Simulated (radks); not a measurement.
Problem. These are the eigenvalues of the occupied orbitals of an atom or ion with whole-number occupations (Ry). Calculated with a radial shooting solver on a logarithmic mesh with Libxc functionals: Dirac Kohn-Sham, LDA (Slater exchange, Perdew-Zunger correlation), spin-unpolarised, spherical densities, finite nucleus; Fermi nuclear charge, rms radius of each element as measured or else 0.836 A^(1/3) + 0.57 fm.

1s1/2: -289.9192
2s1/2: -30.87820
2p1/2: -25.28644
2p3/2: -25.01617
3s1/2: -3.95341
3p1/2: -2.58509
3p3/2: -2.55633
4s1/2: -0.67429

Which element is it, and in what charge state? The configuration may be excited. Open shells, if any, are shared by 2j + 1.

Solution. Z = 20, calcium, charge +1: Ca+ in [Ar] 4s1. The list shows which subshells hold electrons but not how many an open one holds; the 1s level, -144.96 hartree, gives Z - s = 17.0 by -(Z - s)^2/2, which with screening and relativity narrows Z to a few neighbours, and the depths of the outer levels then fix element, charge and occupations together.
